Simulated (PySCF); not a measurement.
Computed Raman spectrum (relative Raman activity) of a molecule CH₄O₄Si. Coordinates come from a PBE0-D3(BJ)/def2-SVP optimisation. The values are those of a single conformer. Level of theory: PySCF with PBE0-D3(BJ)/def2-SVP. Frequencies are harmonic and unscaled.

Lines under 2 % of the strongest are left out, and lines within 2 cm⁻¹ are merged.

ν (cm⁻¹): 451 (vw), 696 (vw), 721 (vw), 755 (vw), 863 (w), 900 (vw), 939 (vw), 1377 (vw), 1832 (vw), 2288 (s), 3737 (vs), 3839 (m), 3935 (s) (against the strongest line: vs over 80 %, s over 45 %, m over 15 %, w over 4 %, vw less)

Question: Which molecule gave these data?
A) O[Si]1(O)OCO1
B) O=CO[SiH](O)O
C) O=C(O)[SiH](O)O
D) O=C[Si](O)(O)O

Answer: C, O=C(O)[SiH](O)O
